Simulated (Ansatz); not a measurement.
Wavefunction ladder for BFH6OSi2 (`OB[SiH2][SiH2]F`)

Cartesian coordinates in Å:
```
O 1.046 -1.792 -0.896
B 1.377 -1.193 0.260
Si 0.471 0.523 0.910
Si -1.432 0.860 -0.420
F -1.179 -0.084 -1.726
H 0.334 -1.362 -1.387
H 2.253 -1.713 0.895
H 0.075 0.458 2.345
H 1.391 1.686 0.748
H -2.692 0.379 0.203
H -1.643 2.238 -0.932
```

The species carries charge 0 and has multiplicity 1. The structure was optimised at the PBE0-D4/def2-TZVP level. It is one conformer, not always the lowest. Frozen core, restricted reference, the Gaussian-basis code of Ansatz. CBS rows extrapolate triple and quadruple zeta; past MP2 they add the triple-zeta difference.

```json
{"basis": "def2-TZVPP", "HF (Eh)": "-780.54928", "MP2 corr.": "-0.83584", "CCSD corr.": "?", "(T)": "-0.03036", "CCSD(T) total": "?"}
{"basis": "def2-QZVPP", "HF (Eh)": "?", "MP2 corr.": "?", "CCSD corr.": "–", "(T)": "–", "CCSD(T) total": "–"}
{"basis": "CBS(def2)", "HF (Eh)": "-780.58070", "MP2 corr.": "?", "CCSD corr.": "-1.00650", "(T)": "as TZ", "CCSD(T) total": "?"}
```

Problem. Fill in the withheld values. (Estimate.)

Solution. The calculation gave: def2-TZVPP CCSD corr.: -0.88577; def2-TZVPP CCSD(T) total: -781.46541; def2-QZVPP HF (Eh): -780.57690; def2-QZVPP MP2 corr.: -0.90519; CBS(def2) MP2 corr.: -0.95657; CBS(def2) CCSD(T) total: -781.61756.
